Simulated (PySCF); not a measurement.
CH4BCl, SMILES CBCl. Geometry optimised at B3LYP-D3(BJ)/def2-TZVP.

TDDFT-B3LYP/def2-SVPD in PySCF 2.14.0 puts the lowest singlet excitations at 5.35, 7.20, 7.33, 7.58, 7.63, 8.47 eV.

### Question
What are the lowest excitation roots from ADC(2)/aug-cc-pVDZ run with PySCF? (Estimate from the structure and the level; the computed values follow.)

### Answer
5.76, 7.56, 7.85, 7.89, 8.19, 8.56 eV. S1 differs by 0.41 eV (second minus first; roots are paired by order, and the bases may differ).
